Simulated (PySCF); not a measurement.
Ge(F)2(Br)(OH) (BrF₂GeHO), SMILES [OH][Ge]([F])([F])[Br]. Atoms are numbered in the order given.

```xyz
6

O      1.6434     1.2488     0.0000
Ge     0.0058     0.6516     0.0000
F     -0.8576     1.2685     1.3556
F     -0.8576     1.2685    -1.3556
Br     0.0121    -1.5969     0.0000
H      1.6776     2.2175     0.0000
```

Coordinates come from a r2SCAN-D4/def2-SVP optimisation. The values are those of a single conformer.

These are PySCF with HF/def2-TZVP values and carry that method's errors.

Atomic charges (e):

```
atom  meta-Löwdin  Löwdin
----  -----------  ------
O1          -0.77   -0.24
Ge2          1.74    0.22
F3          -0.56   -0.17
F4          -0.56   -0.17
Br5         -0.22    0.18
H6           0.36    0.19
```
